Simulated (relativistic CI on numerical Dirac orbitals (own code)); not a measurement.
L2,3 absorption of copper in several valence states

Computed multiplet spectra 2p⁶3dⁿ → 2p⁵3dⁿ⁺¹ (Dirac-Coulomb-Breit ions, Slater integrals scaled by 0.7, an assumed crystal field that grows with the charge, no charge transfer; 300 K; Lorentzian 0.4 eV and Gaussian 0.3 eV FWHM at both edges, so that L2 comes out sharper than in experiment). Peaks over 5 % are given in eV from the highest peak in the L3 region of each spectrum (height, largest 100). S of the lowest state is read from ⟨S²⟩, and the branching ratio is the share of L3, cut at the minimum between the edges.

Field parameters in Wybourne normalisation: Td as Oh with Dq negative (B⁴₀ = 21Dq, B⁴₄ = √(5/14) B⁴₀). The field is a parameter set, without covalency.

- Cu2+ (d9, Td, 10Dq = -3850 cm⁻¹): S = 0.50, branching ratio 0.99; peaks 0.0 (100)
- Cu4+ (d7, Td, 10Dq = -6100 cm⁻¹): S = 1.50, high spin, branching ratio 0.77; peaks -0.8 (48), 0.0 (100), 0.7 (96), 1.1 (87), 1.5 (83), 2.2 (49), 3.4 (21), 4.8 (11), 21.4 (55), 23.6 (10), 24.5 (8)

What spin state follows for Cu3+ in Td, 10Dq = -5000 cm⁻¹, and does its branching ratio lie nearer 2/3 or nearer 0.8?

Cu3+ (d8, Td, 10Dq = -5000 cm⁻¹): S = 1.00, branching ratio 0.92; peaks 0.0 (100), 0.6 (89), 2.6 (19), 21.8 (14). High-spin states, above all those with an unquenched orbital moment, raise the ratio above the statistical 2/3; low spin and nearly empty shells keep it near or below 2/3.

The centroid of the whole edge, which also moves with the branching ratio, lies at 931.5 (Cu2+), 936.0 (Cu3+), 942.7 (Cu4+) eV in this ionic model, in steps of 4.5 to 6.7 eV. Compounds show about 1 to 2 eV a unit and lower energies for the high valences, since ligands screen the charge. The multiplet shape follows the d count and the spin state, and so serves as a fingerprint of valence. For d9 in this field spin-orbit coupling puts the hole into a state that the L2 transition cannot reach; a distortion restores L2.
